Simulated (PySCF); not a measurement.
Species: C6H13NO.
Z-matrix (Å and degrees, GFN2-xTB geometry), rows numbered from 1:
```
C 
C   1  1.5192
O   2  1.2125  1  122.90
N   2  1.3515  1  112.88  3   179.84
C   4  1.4644  2  125.61  1  -178.11
C   5  1.5283  4  107.36  2   179.95
C   5  1.5313  4  109.23  2    60.29
C   5  1.5309  4  109.47  2   -60.43
H   1  1.0856  2  109.10  3     1.09
H   1  1.0881  2  109.97  3  -118.57
H   1  1.0877  2  110.43  3   121.23
H   4  1.0071  2  117.93  1    -0.46
H   6  1.0863  5  109.90  4   179.81
H   6  1.0885  5  110.69  4    60.25
H   6  1.0884  5  110.73  4   -60.56
H   7  1.0864  5  110.33  4   179.67
H   7  1.0880  5  110.38  4    59.29
H   7  1.0860  5  109.51  4   -60.42
H   8  1.0860  5  109.54  4    59.76
H   8  1.0880  5  110.41  4   -60.05
H   8  1.0866  5  110.22  4   179.66
```

Computed at PBE0/pcSseg-1 (PySCF, non-relativistic), with Q(17O) = −0.0256 b, Q(14N) = 0.02044 b: O3, 17O (I = 5/2): χzz = 9.961 MHz, η = 0.016; N4, 14N (I = 1): χzz = -4.664 MHz, η = 0.079.

Problem. Where would the pure quadrupole (NQR) lines of 17O at O3 fall for the rigid, isolated species?

Solution. From the eigenvalues of H = χ/[4I(2I − 1)] × [3Iz² − I(I + 1) + η(Ix² − Iy²)], steps between neighbouring levels, labelled as for η = 0: ±1/2↔±3/2 1.495 MHz, ±3/2↔±5/2 2.988 MHz (amide oxygen).

Problem. Where would the pure quadrupole (NQR) lines of 14N at N4 fall for the rigid, isolated species?

Solution. From ν± = (3/4)|χ|(1 ± η/3) and ν0 = |χ|η/2: ν+ 3.590 MHz, ν− 3.406 MHz, ν0 0.184 MHz (amide nitrogen).

In a crystal, neighbours and librations shift these lines. GFN2-xTB bond lengths can be off by several hundredths of an ångström, more for odd bonds, and the gradients follow them. These gradients aren't converged with respect to the basis.

One conformer stands for the species.
